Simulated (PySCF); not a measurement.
# NMR problem set

All values are calculated (PySCF 2.14): geometry: GFN2-xTB, GIAO PBE0/pcSseg-1 shieldings. Equivalent nuclei averaged, no solvent, single conformer, non-relativistic Hamiltonian.

Scale: $^{1}$H (σref 31.72) and $^{13}$C (σref 186.93) against TMS (reference shieldings calculated alike). Splittings of carbon signals by F and P are missing where no couplings were computed. Where no couplings were computed, multiplicities follow the n + 1 count of equivalent neighbours, and m marks all less simple cases (inequivalent or close neighbours, rings, F or P nearby). Shifts are as computed. Against solution values, carbons near 30 ppm lie about +3 ppm off and those near 130 ppm about +5 ppm; carbons on Cl a further +6 ppm. Of 1211 compounds with measured shifts, 218 miss one by over three times the rms of a fit or turn the order of signals round; such compounds aren't used in these exercises. Carbons bonded to Cl come out too deshielded. OH and NH positions are gas-phase values without hydrogen bonding to other molecules.

Q: C6H9PSi. $^{1}$H NMR (500 MHz, computed): δ 7.73 (m, 2H), 7.54 (m, 2H), 7.45 (m, 1H), 4.04 (m, 3H), 3.39 (m, 1H). $^{13}$C{$^{1}$H} NMR (computed): δ 140.1 (C), 138.0 (CH), 134.3 (CH), 132.2 (CH). What is it?

A: `[SiH3]Pc1ccccc1`. 4 carbon signals for 6 carbons: some carbons are equivalent by symmetry or fast rotation. Carbon types of the structure: 1 × C, 5 × CH, leaving 4 H on heteroatoms. δC 140.1: substituted aromatic carbon. δC 138.0, 134.3, 132.2: aromatic CH; the aromatic region. δH 7.73, 7.54, 7.45: hydrogen on an aromatic CH; the ring current deshields protons in the ring plane. δH 4.04: hydrogen on a silicon bonded to P.

The data come from this structure; uniqueness wasn't tested.

Q: C7H9ClN2. $^{1}$H NMR (600 MHz, computed): δ 7.37 (d, 2H), 6.97 (d, 2H), 4.47 (br s, 1H), 2.87 (s, 3H), 2.73 (br s, 1H). $^{13}$C{$^{1}$H} NMR (computed): δ 151.1 (C), 135.4 (CH), 131.9 (C), 114.7 (CH), 42.1 (CH3). Give a structure.

A: `InChI=1S/C7H9ClN2/c1-9-10-7-4-2-6(8)3-5-7/h2-5,9-10H,1H3`. The formula gives 4 degrees of unsaturation (1 ring in the answer). 5 carbon signals for 7 carbons: some carbons are equivalent by symmetry or fast rotation. Carbon types of the structure: 2 × C, 4 × CH, 1 × CH3, leaving 2 H on heteroatoms. δC 151.1: aromatic carbon bearing nitrogen; an ipso carbon deshielded by its heteroatom. δC 135.4, 114.7: aromatic CH. δC 131.9: aromatic carbon bearing chlorine. δC 42.1: methyl carbon bonded to N; deshielded by the electronegative neighbour.

The shifts were computed for this structure.
